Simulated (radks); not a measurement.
Cd III, configuration [Kr] 4d10. Method: Dirac Kohn-Sham, BLYP, spin-unpolarised, spherical densities, finite nucleus; Fermi nuclear charge, rms radius 4.6087 fm; computed with a radial shooting solver on a logarithmic mesh with Libxc functionals.

Unscreened Slater integrals over Kohn-Sham orbitals (eV). Large and small components are both included.

F0(4d5/2,4d5/2): 19.589
F2(4d5/2,4d5/2): 9.6860
F4(4d5/2,4d5/2): 6.3128
F0(4d5/2,4d3/2): 19.721
F2(4d5/2,4d3/2): 9.7526
G2(4d5/2,4d3/2): 9.7469
G4(4d5/2,4d3/2): 6.3544
F0(4d5/2,4p3/2): 21.935
F2(4d5/2,4p3/2): 10.785
G1(4d5/2,4p3/2): 13.603
G3(4d5/2,4p3/2): 8.3030
F0(4d5/2,4p1/2): 22.198
G3(4d5/2,4p1/2): 8.2309
F0(4d3/2,4d3/2): 19.856
F2(4d3/2,4d3/2): 9.8228
F0(4d3/2,4p3/2): 22.118
F2(4d3/2,4p3/2): 10.917
G1(4d3/2,4p3/2): 13.802
G3(4d3/2,4p3/2): 8.4300
F0(4d3/2,4p1/2): 22.388
G1(4d3/2,4p1/2): 13.725
F0(4p3/2,4p3/2): 25.262
F2(4p3/2,4p3/2): 13.213
F0(4p3/2,4p1/2): 25.665
G2(4p3/2,4p1/2): 13.380
F0(4p1/2,4p1/2): 26.094
